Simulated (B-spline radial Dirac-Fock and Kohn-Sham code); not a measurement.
# X-ray scattering factor of Br¹⁹⁺

System: Br¹⁹⁺ in the configuration [Ne] 3s2 3p4.

Level of theory: Dirac-Fock orbitals of the configuration average with a finite nucleus; a radial B-spline solver. f₀ is the Fourier transform of the spherical electron density, S the Waller-Hartree incoherent function, and s = sin θ/λ. The electron scattering factor follows from the Mott-Bethe formula f_e = 0.023934 Å⁻¹·(Z − f₀)/s².

```tsv
s (Å⁻¹)	f₀	S	f_e (Å)
0	16.000	0.000	–
0.03	15.988	0.015	505.597
0.04	15.978	0.026	284.540
0.05	15.966	0.040	182.222
0.06	15.951	0.058	126.642
0.08	15.914	0.103	71.377
0.1	15.866	0.160	45.796
0.13	15.774	0.267	27.228
0.17	15.617	0.451	16.052
0.22	15.368	0.738	9.708
0.28	14.999	1.156	6.106
0.36	14.405	1.806	3.803
0.46	13.543	2.707	2.427
0.58	12.413	3.814	1.607
0.74	10.901	5.183	1.053
0.95	9.158	6.658	0.685
1.22	7.518	8.075	0.442
1.55	6.252	9.372	0.286
1.99	5.099	10.746	0.181
2.54	3.852	12.090	0.116
3.24	2.603	13.255	0.074
4.15	1.706	14.124	0.046
5.3	1.259	14.741	0.029
```

f₀ starts at the number of electrons, 16, and has fallen to half at s ≈ 1.14 Å⁻¹. The sum of ⟨r²⟩ over the electrons is 1.837 bohr². For an ion f_e diverges as s goes to zero, because of the net charge.

Values without a named source are computed, but for edge energies of neutral atoms, which are taken from tables.
